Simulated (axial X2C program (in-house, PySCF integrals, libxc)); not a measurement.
The numbers below are computed, except where a source is named.
# TeH: input and output

Program: an in-house relativistic program for diatomic molecules.

Input:
```json
{"zs": [52, 1], "q": 0, "bas": ["dyall-cv3z", "dyall-v3z"], "levels": ["PBE0", "HF", "BP86"], "cc": true, "r0": 1.68, "thr": -2.0, "nmax": 110, "npts": 10, "nst": 2, "ntry": 8}
```
```bash
python so2c.py task.json out
```

Keys: zs atomic numbers; q charge; bas basis sets; levels methods; cc coupled cluster on or off; r0 starting distance in Å; thr threshold in hartree for freezing inner shells (an s shell follows its p shell); nmax most natural virtual spinors; npts points on the curve; nst determinants followed; ntry starts of the search. HF also brings MP2.

Output of the HF step, 2c, at R = 1.665 Å for the state Ω = 3/2. It starts from PBE0 orbitals of this distance.

```
two-component X2C + atomic mean field  HF
basis functions 141  fitting functions 725  grid points 5074
iter        total energy     max residual
   1      -6788.648130023     2.73e-01
   2      -6788.664967786     5.85e-03
   3      -6788.665371641     1.65e-03
   4      -6788.665423063     7.51e-04
   5      -6788.665435563     2.54e-04
   6      -6788.665438693     8.81e-05
   7      -6788.665439254     3.13e-05
   8      -6788.665439354     1.99e-05
   9      -6788.665439386     1.13e-05
  10      -6788.665439396     6.60e-06
  11      -6788.665439398     2.87e-06
  12      -6788.665439399     9.24e-07
converged
one-electron -9345.50771010  Coulomb 2719.41722160  exact exchange -175.05723914  xc functional 0.00000000  nuclear repulsion 16.52685584  atomic mean-field constant -4.04456759
correlated 17  virtual 179  natural virtual 110  E(MP2) -0.622280426  MP2 remainder -0.016982233
iter   CCSD correlation   residual
   1     -0.559934940   1.19e-01
   2     -0.573538797   3.40e-02
   3     -0.574052524   1.16e-02
   4     -0.574037759   2.78e-03
   5     -0.574066814   7.28e-04
   6     -0.574066404   2.55e-04
   7     -0.574065729   7.52e-05
   8     -0.574066512   2.68e-05
   9     -0.574065917   9.17e-06
  10     -0.574066023   3.34e-06
  11     -0.574066012   1.24e-06
(T) -0.015709052  T1 0.0133  D1 0.0329  max T2 0.097
```
Energies are in hartree; totals compare only within one Hamiltonian and basis. T1 in the output is the amplitude norm over the root of the electron number; divide by √2 for the Lee–Taylor value.
